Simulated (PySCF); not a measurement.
SMILES N#C[SiH2][SiH2][SiH3], singlet (GFN2-xTB optimised geometry):

```
12

N      2.556    -2.068     0.000
C      1.410    -2.119     0.000
Si    -0.457    -2.119     0.000
Si    -1.139     0.102     0.000
Si     0.124     1.548    -1.300
H     -0.789    -2.888    -1.206
H     -0.788    -2.957     1.158
H     -2.556     0.099    -0.408
H     -1.191     0.546     1.403
H      1.552     1.310    -1.100
H     -0.168     1.354    -2.722
H     -0.142     2.957    -0.999
```

Level of theory: PBE/def2-TZVP (PySCF).

Q: What are the frontier orbital energies and the dipole moment?

A: HOMO-2 -8.30 eV, HOMO-1 -7.99 eV, HOMO -7.67 eV, LUMO -1.98 eV, LUMO+1 -1.70 eV; dipole moment 3.67 D.

On the same geometry PBE0/def2-TZVP run with PySCF 2.14.0 gives HOMO-2 -9.64 eV, HOMO-1 -9.21 eV, HOMO -8.79 eV, LUMO -1.16 eV, LUMO+1 -0.84 eV; dipole moment 3.77 D.

Meta-Löwdin charges at PBE/def2-TZVP: N1 -0.17, C2 -0.13, Si3 0.35, Si4 0.09, Si5 0.20, H6 -0.05, H7 -0.04, H8 -0.05, H9 -0.04, H10 -0.05, H11 -0.06, H12 -0.05.
